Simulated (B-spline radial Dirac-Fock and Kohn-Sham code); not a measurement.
**Scattering functions of Ga¹⁹⁺**

System: Ga¹⁹⁺, configuration [Ne] 3s2.

These are calculated numbers from a radial finite-basis atomic code; the model is relativistic Hartree-Fock (Dirac-Fock) wave functions, averaged over the configuration. f₀ is the Fourier transform of the spherical electron density, S the Waller-Hartree incoherent function, and s = sin θ/λ. The electron scattering factor follows from the Mott-Bethe formula f_e = 0.023934 Å⁻¹·(Z − f₀)/s².

```
s (Å⁻¹)      f₀       S  f_e (Å)
      0  12.000   0.000        –
   0.05  11.981   0.032  182.081
    0.1  11.924   0.126   45.656
   0.15  11.831   0.277   20.390
    0.2  11.704   0.478   11.546
   0.25  11.545   0.718    7.450
    0.3  11.358   0.988    5.224
   0.35  11.146   1.276    3.879
    0.4  10.913   1.572    3.005
   0.45  10.664   1.869    2.404
    0.5  10.403   2.158    1.972
    0.6   9.858   2.700    1.406
    0.7   9.305   3.185    1.060
    0.8   8.764   3.620    0.832
    0.9   8.249   4.023    0.672
      1   7.766   4.411    0.556
    1.1   7.316   4.792    0.468
    1.2   6.897   5.169    0.401
    1.4   6.131   5.906    0.304
    1.6   5.439   6.595    0.239
    1.8   4.802   7.222    0.194
      2   4.217   7.782    0.160
    2.5   3.017   8.894    0.107
      3   2.214   9.640    0.077
    3.5   1.733  10.129    0.057
      4   1.457  10.471    0.044
      5   1.178  10.944    0.029
      6   1.007  11.278    0.020
```

f₀ starts at the number of electrons, 12, and has fallen to half at s ≈ 1.44 Å⁻¹. The sum of ⟨r²⟩ over the electrons is 1.035 bohr². For an ion f_e diverges as s goes to zero, because of the net charge.
